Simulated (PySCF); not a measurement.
C4H16Si4.
InChI=1S/C4H16Si4/c5-7-8-6-4-2-1-3-4/h4H,1-3,6-8H2,5H3

Torsions of this conformer, `[SiH3:1][SiH2:2][SiH2:3][SiH2:4][CH:5]1[CH2:6][CH2:7][CH2:8]1`: Si1–Si2–Si3–Si4 -50°, Si2–Si3–Si4–C5 -47°, Si3–Si4–C5–C6 -166°.

The closed-shell ground state was solved at several levels (PySCF, density fitting, gas phase, non-relativistic). Geometry: PBE0-D3(BJ)/def2-SVP, one conformer, isolated molecule.

```json
{"level": "PBE0/pcSseg-1", "basis functions": "244", "HOMO (eV)": "-7.69", "LUMO (eV)": "-0.13", "gap (eV)": "7.56", "dipole (D)": "0.99"}
{"level": "B3LYP/def2-SVPD", "basis functions": "304", "HOMO (eV)": "-7.40", "LUMO (eV)": "-0.35", "gap (eV)": "7.05", "dipole (D)": "0.96"}
```

(1) What might wB97X-D/pcSseg-1 (244 basis functions) give for the same quantities?

(2) Over all these levels, which gives the widest orbital gap and which the narrowest?

(3) How far do the dipole and the HOMO energy spread over the levels?

Answers

(1) HOMO -9.45 eV, LUMO 1.55 eV, gap 11.00 eV, dipole 0.95 D.

(2) wB97X-D/pcSseg-1 (range-separated hybrid) has the widest, 11.00 eV, and B3LYP/def2-SVPD (global hybrid, 20 % exact exchange) the narrowest, 7.05 eV. Functional and basis both differ between the two, so the spread mixes both effects.

(3) The dipole runs from 0.95 to 0.99 D (mean 0.97 D) and the HOMO from -9.45 to -7.40 eV.
